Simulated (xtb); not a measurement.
Cl2O2W, triplet, at a GFN2-xTB geometry (such geometries of metal compounds can be far from the true shape) (the multiplicity is a formal guess); GFN1-xTB run with xtb 6.7.1.

Input for xtb:
```
$ xtb mol.xyz --gfn 1 --uhf 2 --hess --json

# file mol.xyz
5

W      0.37433821    -0.07415431     0.12270466
O      1.49271735    -0.62827810    -1.01392940
O      0.74820365     0.18436419     1.74848290
Cl    -0.97950147     1.60541944    -0.73627097
Cl    -1.70452181    -1.07372945    -0.14352742
```

The log (banner, timings and long lists left out):

```
   ID    Z sym.   atoms
    1   74 W      1
    2    8 O      2, 3
    3   17 Cl     4, 5

           -------------------------------------------------
          |                Calculation Setup                |
           -------------------------------------------------

           -------------------------------------------------
          |                 G F N 1 - x T B                 |
           -------------------------------------------------

          ...................................................
          :                      SETUP                      :
          :.................................................:
          :  # basis functions                  38          :
          :  # atomic orbitals                  35          :
          :  # shells                           13          :
          :  # electrons                        32          :
          :  # halogen bonds                     4          :
          :  max. iterations                   250          :
          :  Hamiltonian                  GFN1-xTB          :
          :  restarted?                      false          :
          :  GBSA solvation                  false          :
          :  PC potential                    false          :
          :  electronic temp.          300.0000000     K    :
          :  accuracy                    1.0000000          :
          :  -> integral cutoff          0.2500000E+02      :
          :  -> integral neglect         0.1000000E-07      :
          :  -> SCF convergence          0.1000000E-05 Eh   :
          :  -> wf. convergence          0.2000000E-04 e    :
          :  Broyden damping             0.4000000          :
          :  net charge                          0          :
          :  unpaired electrons                  2          :
          ...................................................

 iter      E             dE          RMSdq      gap      omega  full diag
   1    -20.2634513 -0.202635E+02  0.894E+00    2.00       0.0  T
   2    -20.1759708  0.874805E-01  0.615E+00    2.33       1.0  T
   3    -20.2568025 -0.808317E-01  0.493E+00    2.00       1.0  T
   4    -20.3015129 -0.447104E-01  0.195E+00    2.15       1.0  T
   5    -20.0958354  0.205678E+00  0.596E+00    2.25       1.0  T
   6    -20.3129559 -0.217121E+00  0.108E+00    2.19       1.0  T
   7    -20.3167536 -0.379771E-02  0.710E-01    2.22       1.0  T
   8    -20.2837836  0.329700E-01  0.224E+00    2.26       1.0  T
   9    -20.3172988 -0.335151E-01  0.645E-01    2.22       1.0  T
  10    -20.3194798 -0.218102E-02  0.266E-01    2.23       1.0  T
  11    -20.3198182 -0.338462E-03  0.148E-01    2.24       1.0  T
  12    -20.3199654 -0.147140E-03  0.368E-02    2.24       1.2  T
  13    -20.3199701 -0.474405E-05  0.264E-02    2.24       1.7  T
  14    -20.3199748 -0.466685E-05  0.598E-03    2.24       7.5  T
  15    -20.3199748 -0.240569E-07  0.566E-03    2.24       7.9  T
  16    -20.3199750 -0.223601E-06  0.598E-04    2.24      74.8  T
  17    -20.3199750 -0.144459E-08  0.392E-04    2.24     114.2  T
  18    -20.3199750 -0.104159E-08  0.778E-05    2.24     574.8  T
  19    -20.3199750 -0.428209E-10  0.107E-06    2.24   41787.0  T

   *** convergence criteria satisfied after 19 iterations ***

 transition dipole moment (au) for excitation:          16          17
     X       Y       Z
   0.1488   0.5497  -0.1216  total (au/Debye):    0.582   1.480
 dE (eV)             :    3.922
 oscillator strength :  0.46078E-01

         :::::::::::::::::::::::::::::::::::::::::::::::::::::
         ::                     SUMMARY                     ::
         :::::::::::::::::::::::::::::::::::::::::::::::::::::
         :: total energy             -20.233581831256 Eh    ::
         :: gradient norm              0.026314057943 Eh/a0 ::
         :: HOMO-LUMO gap              2.239549271877 eV    ::
         ::.................................................::
         :: SCC energy               -20.319975045414 Eh    ::
         :: -> electrostatic           0.156498970017 Eh    ::
         :: repulsion energy           0.088699498143 Eh    ::
         :: dispersion energy         -0.002306283985 Eh    ::
         :: halogen bond corr.         0.000000000000 Eh    ::
         :: add. restraining           0.000000000000 Eh    ::
         :: total charge               0.000000000977 e     ::
         :::::::::::::::::::::::::::::::::::::::::::::::::::::

           -------------------------------------------------
          |                Numerical Hessian                |
           -------------------------------------------------
step length          :   0.00500
SCC accuracy         :   0.30000
Hessian scale factor :   1.00000
frozen atoms in %    :   0.00000    0
RMS gradient         :   0.02631 !! INCOMPLETELY OPTIMIZED GEOMETRY !!
estimated CPU  time      0.00 min

writing file <hessian>.

 projected vibrational frequencies (cm⁻¹)
eigval :       -0.00    -0.00    -0.00     0.00     0.00     0.00
eigval :      -42.54    84.86   113.76   147.34   173.08   323.08
eigval :      344.62  1030.24  1075.90
           -------------------------------------------------
          |                Property Printout                |
           -------------------------------------------------

    * Orbital Energies and Occupations

         #    Occupation            Energy/Eh            Energy/eV
      -------------------------------------------------------------
         1        2.0000           -0.9681802             -26.3455
       ...           ...                  ...                  ...
         5        2.0000           -0.5472277             -14.8908
         6        2.0000           -0.5398784             -14.6908
         7        2.0000           -0.5370949             -14.6151
         8        2.0000           -0.5321285             -14.4800
         9        2.0000           -0.5251079             -14.2889
[...]
largest (>0.10) Wiberg bond orders for each atom

 ---------------------------------------------------------------------------
     #   Z sym  total        # sym  WBO       # sym  WBO       # sym  WBO
 ---------------------------------------------------------------------------
     1  74 W    5.308 --     2 O    1.892     3 O    1.892     5 Cl   0.762
                             4 Cl   0.762
     2   8 O    2.077 --     1 W    1.892
     3   8 O    2.077 --     1 W    1.892
     4  17 Cl   1.177 --     1 W    0.762     5 Cl   0.312
     5  17 Cl   1.177 --     1 W    0.762     4 Cl   0.312
 ---------------------------------------------------------------------------

Topologies differ in total number of bonds
Writing topology from bond orders to xtbtopo.mol

 dipole moment from electron density (au)
     X       Y       Z
  -1.1675   0.2313  -0.3827  total (Debye):    3.178

           -------------------------------------------------
          |               Frequency Printout                |
           -------------------------------------------------
 projected vibrational frequencies (cm⁻¹)
eigval :       -0.00    -0.00    -0.00     0.00     0.00     0.00
eigval :      -42.54    84.86   113.76   147.34   173.08   323.08
Molecule has the following symmetry elements: (C2) 2*(sigma)
It seems to be the C2v point group
eigval :      344.62  1030.24  1075.90
 reduced masses (amu)
   1: 63.47   2: 77.82   3:128.81   4:111.41   5: 83.97   6: 32.21   7: 41.28   8: 22.45
   9: 46.20  10: 38.94  11: 29.56  12: 60.26  13: 65.79  14: 21.69  15: 36.36
 IR intensities (km·mol⁻¹)
   1:  0.65   2:  0.25   3:  0.10   4:  0.56   5:  0.09   6:  0.98   7: 39.88   8:  0.00
   9: 28.87  10: 81.61  11: 47.41  12:  4.98  13: 21.30  14:  0.14  15: 24.77
 Raman intensities (Ä⁴*amu⁻¹)
   1:  0.00   2:  0.00   3:  0.00   4:  0.00   5:  0.00   6:  0.00   7:  0.00   8:  0.00
   9:  0.00  10:  0.00  11:  0.00  12:  0.00  13:  0.00  14:  0.00  15:  0.00
 output can be read by thermo (or use thermo option).
 writing <g98.out> molden fake output.
 recommended (thermochemical) frequency scaling factor: 1.0
           -------------------------------------------------
          |             Thermodynamic Functions             |
           -------------------------------------------------

c2v symmetry found (for desy threshold:  0.10E+00) used in thermo

          ...................................................
          :                      SETUP                      :
          :.................................................:
          :  # frequencies                           8      :
          :  # imaginary freq.                       1      :
          :  linear?                             false      :
          :  only rotor calc.                    false      :
          :  symmetry                              c2v      :
          :  rotational number                       2      :
          :  scaling factor                  1.0000000      :
          :  rotor cutoff                   50.0000000 cm⁻¹ :
          :  imag. cutoff                  -20.0000000 cm⁻¹ :
          :.................................................:

    mode    ω/cm⁻¹     T·S(HO)/kcal·mol⁻¹    T·S(FR)/kcal·mol⁻¹   T·S(vib)
   ------------------------------------------------------------------------
       1     84.86    -1.12559 ( 89.24%)    -0.89965 ( 10.76%)    -1.10129
       2    113.76    -0.95519 ( 96.40%)    -0.81287 (  3.60%)    -0.95007
       3    147.34    -0.80686 ( 98.69%)    -0.73627 (  1.31%)    -0.80594
       4    173.08    -0.71609 ( 99.31%)    -0.68860 (  0.69%)    -0.71590
   ------------------------------------------------------------------------

   temp. (K)  partition function   enthalpy   heat capacity  entropy
                                   cal/mol     cal/K/mol   cal/K/mol   J/K/mol
 298.15  VIB   38.7                 2224.134     11.385     14.622
         ROT  0.182E+06              888.752      2.981     27.053
         INT  0.705E+07             3112.886     14.365     41.675
         TR   0.470E+28             1481.254      4.968     42.839
         TOT                        4594.1400    19.3336    84.5133   353.6036

       T/K    H(0)-H(T)+PV         H(T)/Eh          T*S/Eh         G(T)/Eh
   ------------------------------------------------------------------------
    298.15    0.732123E-02    0.148230E-01    0.401550E-01   -0.253320E-01
   ------------------------------------------------------------------------

         :::::::::::::::::::::::::::::::::::::::::::::::::::::
         ::                  THERMODYNAMIC                  ::
         :::::::::::::::::::::::::::::::::::::::::::::::::::::
         :: total free energy         -20.258913862671 Eh   ::
         ::.................................................::
         :: total energy              -20.233581831256 Eh   ::
         :: zero point energy           0.007501727575 Eh   ::
         :: G(RRHO) w/o ZPVE           -0.032833758990 Eh   ::
         :: G(RRHO) contrib.           -0.025332031415 Eh   ::
         :::::::::::::::::::::::::::::::::::::::::::::::::::::
imag cut-off (cm-1) :    5.00
 found            1  significant imaginary frequency
 writing imag mode distorted coords to xtbhess.xyz
 for further optimization.

           -------------------------------------------------
          | TOTAL ENERGY              -20.233581831256 Eh   |
          | TOTAL ENTHALPY            -20.218758875544 Eh   |
          | TOTAL FREE ENERGY         -20.258913862671 Eh   |
          | GRADIENT NORM               0.026314054059 Eh/α |
          | HOMO-LUMO GAP               2.239549285316 eV   |
           -------------------------------------------------
########################################################################
[WARNING] Runtime exception occurred
-1- hessian_numhess: Hessian on incompletely optimized geometry!
########################################################################

normal termination of xtb
```
